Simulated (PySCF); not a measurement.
CHCl6Si2, SMILES Cl[Si](Cl)(Cl)[CH][Si](Cl)(Cl)Cl, doublet (B3LYP/def2-SVP optimised geometry):

```
10

Cl    -2.726     0.976     0.000
Si    -2.035    -0.967     0.000
Cl    -2.707    -1.910     1.706
Cl    -2.787    -1.948    -1.646
C     -0.189    -0.967     0.000
Si     1.004    -0.953    -1.408
Cl     0.221     0.013    -3.049
Cl     1.478    -2.891    -1.931
Cl     2.726     0.015    -0.820
H      0.274    -0.976     0.998
```

Computed with unrestricted B3LYP/def2-TZVP run with PySCF 2.14.0.

Q: What are the frontier orbital energies (α orbitals alone; a β orbital can be the lowest empty one) and the dipole moment?

A: HOMO-2 -9.20 eV, HOMO-1 -9.11 eV, HOMO -8.03 eV, LUMO -0.93 eV, LUMO+1 -0.61 eV; dipole moment 1.05 D.

On the same geometry unrestricted PBE/def2-TZVP (PySCF) gives HOMO-2 -8.06 eV, HOMO-1 -7.98 eV, HOMO -6.96 eV, LUMO -1.67 eV, LUMO+1 -1.38 eV; dipole moment 0.97 D.

Meta-Löwdin charges at B3LYP/def2-TZVP: Cl1 -0.26, Si2 0.99, Cl3 -0.27, Cl4 -0.26, C5 -0.59, Si6 0.99, Cl7 -0.26, Cl8 -0.26, Cl9 -0.27, H10 0.17.
